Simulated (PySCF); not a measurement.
UHF on Tc (technetium, neutral)

Configuration: [Kr] 4d7, high-spin 4F determinant (an excited configuration). Calculation: PySCF 2.14, in x2c-QZVPPall (13s8p7d4f2g, 118 functions); scalar relativity by spin-free X2C-1e.

| Property | Result |
| --- | --- |
| Total energy | -4282.967011 hartree |
| One-electron energy | -5914.3388 hartree |
| Hartree (Coulomb) energy | 1759.0336 hartree |
| Exchange energy | -127.6619 hartree |
| ⟨S²⟩ | 3.7667 |
| ⟨L²⟩ | 12.066 |
| Sum of ⟨r⟩ | 31.15 bohr |
| Sum of ⟨r²⟩ | 48.74 bohr² |
| Langevin diamagnetic susceptibility | -38.6 ×10⁻⁶ cm³/mol |

```csv
shell,electrons,mean orbital energy (eV),spread (eV),"rms radius, mean of both spins (bohr)"
1s β,1,-21153.4,0,0.0394
1s α,1,-21153.3,0,0.0394
2s α,1,-3090.2,0,0.162
2s β,1,-3089.6,0,0.162
2p α,3,-2759.3,0,0.144
2p β,3,-2758.8,0,0.144
3s α,1,-566.38,0,0.442
3s β,1,-566.11,0,0.442
3p α,3,-454.69,0,0.446
3p β,3,-454.34,0,0.446
3d α,5,-273.91,0.212,0.435
3d β,5,-273.02,0.749,0.435
4s α,1,-85.396,0,1.14
4s β,1,-81.531,0,1.14
4p α,3,-53.151,0,1.28
4p β,3,-47.940,0,1.28
4d α,5,-7.556,0.932,2.16
4d β,2,-5.249,0,2.16
```

Densities and radii are taken from the X2C orbitals without a picture-change correction, which distorts them close to the nucleus.

Spin-orbit constants ζ (cm⁻¹) from the X2C one-electron operator on these orbitals: bare nucleus, nucleus screened by l(l+1)(2l+1)/3 electrons, and screened by the Breit-Pauli mean field of the electrons.

```csv
shell,bare,screened nucleus,mean field
2p,642200,612300,n/a
3p,108900,103800,n/a
3d,15510,11900,n/a
4p,14340,13670,n/a
4d,983.2,754.6,n/a
```

To first order the Landé constant is A = -251.5 cm⁻¹, so the lowest level has J = 9/2 and lies 0.140 eV below the centre of the term. This holds in LS coupling only.
